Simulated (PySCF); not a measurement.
B(vinyl)(OMe)(NH2) (C3H8BNO), SMILES C=CB(N)OC. Geometry optimised at PBE0-D3(BJ)/def2-SVP. Other conformers were not sampled.

Method: PySCF with PBE0-D3(BJ)/def2-SVP.

Harmonic wavenumbers (cm⁻¹): 84, 137, 154, 171, 261, 401, 403, 438, 526, 568, 721, 742, 869, 995, 1002, 1049, 1156, 1179, 1211, 1261, 1339, 1402, 1433, 1476, 1478, 1500, 1602, 1713, 3004, 3077, 3137, 3141, 3151, 3244, 3652, 3757. Rotational constants (GHz): 5.746, 2.568, 1.795; symmetry number 1.

### Question
Work out the zero-point energy and the ideal-gas rigid-rotor harmonic-oscillator thermochemistry at 298.15 K and 1 atm.

### Answer
ZPE = ½ Σ hcν = ½ × 51435 cm⁻¹ = 73.53 kcal/mol. H − E(el) = 78.97 kcal/mol. Entropy in cal/(mol K): translation 39.23, rotation 26.90, vibration 18.43, total 84.56. G − E(el) = 53.76 kcal/mol. Cp = 28.60 cal/(mol K). Modes under 150 cm⁻¹ make the vibrational entropy uncertain.
